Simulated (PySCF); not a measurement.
## Telling isomers of C₄H₁₁FOSi₃ apart by NMR

[PySCF 2.14.0 with density-fitted response routines: GIAO PBE0/pcSseg-1 shieldings; geometry from GFN2-xTB; rapidly exchanging positions averaged; no solvent; no relativistic terms; single conformer]

Referencing at the same level of theory: ¹H (σ = 31.72 ppm) and ¹³C (σ = 186.93 ppm) vs TMS. Splittings of carbon signals by F and P are missing where no couplings were computed. Where no couplings were computed, multiplicities follow the n + 1 count of equivalent neighbours, and m marks all less simple cases (inequivalent or close neighbours, rings, F or P nearby). Shifts are as computed. Against solution values, carbons near 30 ppm lie about +3 ppm off and those near 130 ppm about +5 ppm. Of 1309 compounds with measured shifts, 239 miss one by over three times the rms of a fit or turn the order of signals round; such compounds aren't used in these exercises.

(1) Tabulate the signals of `C=C(F)[Si]1(CC)[SiH2]O[SiH2]1`, `C=C[SiH2]/C(F)=C/[SiH2]O[SiH3]` and their relative energies.

(2) What is the quickest way to tell C=C(F)[Si]1(CC)[SiH2]O[SiH2]1 from C=C[SiH2]/C(F)=C/[SiH2]O[SiH3]?

Answers

(1) 
| SMILES | carbon types | δC | δH | E rel. (kcal/mol) |
| --- | --- | --- | --- | --- |
| C=C(F)[Si]1(CC)[SiH2]O[SiH2]1 | 1×C 2×CH2 1×CH3 | 181.3, 112.0, 12.8, 9.3 | 5.98 (m, 2H), 5.89 (m, 2H), 5.74 (m, 1H), 4.99 (m, 1H), 1.26 (m, 2H), 1.19 (m, 3H) | 0.0 |
| C=C[SiH2]/C(F)=C/[SiH2]O[SiH3] | 1×C 2×CH 1×CH2 | 188.6, 146.5, 138.5, 127.6 | 6.56 (m, 1H), 6.45 (m, 1H), 6.38 (m, 1H), 5.69 (m, 1H), 5.58 (m, 2H), 5.14 (s, 3H), 4.61 (m, 2H) | 11.8 |

Energies are electronic energies at PBE0/pcSseg-1 on these geometries, without zero-point or thermal terms, each for the one conformer computed, which needn't be the lowest.

(2) Both give the same number of carbon signals, but DEPT or the intensities differ. The first has a methyl carbon (CH3) at 12.8 ppm, the second an alkene CH at 138.5 ppm. Their most deshielded carbons lie at 181.3 and 188.6 ppm. In the proton spectra the most deshielded non-exchanging signals are 5.98 (m, 2H) and 6.56 (m, 1H).
